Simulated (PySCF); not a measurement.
A side-by-side comparison of computed properties.

First species: CH7FGeSi.
InChI=1S/CH7FGeSi/c2-1-4-3/h1,4H2,3H3

Second species: C3H10OSi.
Z-matrix (Å and degrees, PBE0-D3(BJ)/def2-SVP geometry), rows numbered from 1:
```
C 
C   1  1.5174
C   2  1.5167  1  112.98
O   2  1.4201  1  108.84  3   120.52
Si  4  1.6622  2  122.97  1   112.22
H   1  1.1005  2  111.16  3    59.36
H   1  1.1008  2  109.83  3   -60.89
H   1  1.1001  2  110.64  3   179.83
H   2  1.1102  1  108.39  3  -120.05
H   3  1.0998  2  110.53  1   179.90
H   3  1.1004  2  111.13  1   -59.54
H   3  1.1009  2  109.85  1    60.71
H   5  1.4979  4  111.08  2    59.85
H   5  1.4879  4  106.76  2   179.80
H   5  1.4981  4  111.32  2   -60.24
```

Levels: PBE0/def2-SVPD for dipole moment, HOMO energy, LUMO energy, HOMO–LUMO gap, static isotropic polarisability and electronic spatial extent ⟨r²⟩ about the centre of nuclear charge; TDDFT PBE0/def2-SVPD for lowest singlet excitation; TDA PBE0/def2-SVPD for lowest triplet excitation (Tamm–Dancoff); ΔSCF PBE0/def2-SVPD for vertical ionisation energy; PBE0-D3(BJ)/def2-SVP for rotational constant A and rotational constant C. Geometries: PBE0-D3(BJ)/def2-SVP. Each species is one conformer at its optimised geometry, gas phase, non-relativistic unless stated; the electronic structure was computed with PySCF and density fitting.

The conformers computed, where there is a choice (atom-mapped SMILES and torsion angles):
- `[F:1][CH2:2][SiH2:3][GeH3:4]`: F1–C2–Si3–Ge4 -6°
- `[CH3:1][CH:2]([CH3:3])[O:4][SiH3:5]`: C1–C2–O4–Si5 112°

```json
{"property": "dipole moment", "column X": "1.56 D", "column Y": "1.14 D"}
{"property": "HOMO energy", "column X": "-8.19 eV", "column Y": "-8.00 eV"}
{"property": "LUMO energy", "column X": "-0.14 eV", "column Y": "0.26 eV"}
{"property": "HOMO–LUMO gap", "column X": "8.05 eV", "column Y": "8.26 eV"}
{"property": "lowest singlet excitation", "column X": "7.00 eV", "column Y": "6.83 eV"}
{"property": "lowest triplet excitation (Tamm–Dancoff)", "column X": "6.27 eV", "column Y": "6.53 eV"}
{"property": "static isotropic polarisability", "column X": "77.3 au", "column Y": "69.9 au"}
{"property": "vertical ionisation energy", "column X": "10.14 eV", "column Y": "9.95 eV"}
{"property": "electronic spatial extent ⟨r²⟩ about the centre of nuclear charge", "column X": "799 bohr²", "column Y": "712 bohr²"}
{"property": "rotational constant A", "column X": "5.333 GHz", "column Y": "7.106 GHz"}
{"property": "rotational constant C", "column X": "1.416 GHz", "column Y": "1.886 GHz"}
```

Problem. Which column belongs to which species?

Solution. Column X is the first species and column Y the second. The first has 11 atoms and 68 electrons, the second 15 and 50.

Problem. How does each property change from the first species to the second?

Solution. dipole moment -0.42 D; HOMO energy +0.19 eV; LUMO energy +0.40 eV; HOMO–LUMO gap +0.21 eV; lowest singlet excitation -0.17 eV; lowest triplet excitation (Tamm–Dancoff) +0.26 eV; static isotropic polarisability -7.4 au; vertical ionisation energy -0.19 eV; electronic spatial extent ⟨r²⟩ about the centre of nuclear charge -87 bohr²; rotational constant A +1.773 GHz; rotational constant C +0.470 GHz.

On the first: S1 lies 1.05 eV below the HOMO–LUMO gap; its leading configuration is HOMO→LUMO, weight 0.65. The ΔSCF ionisation energy exceeds −ε(HOMO) by 1.95 eV with PBE0. The calculation is non-relativistic and has no spin–orbit coupling, an omission that weighs most on germanium.

On the second: The principal polarisabilities are 62.8, 68.7 and 78.1 au; their mean is the isotropic value. The polarisability is 10.35 Å³ as a volume (1 au = 0.148185 Å³), or 1.40 au for each of the 50 electrons.
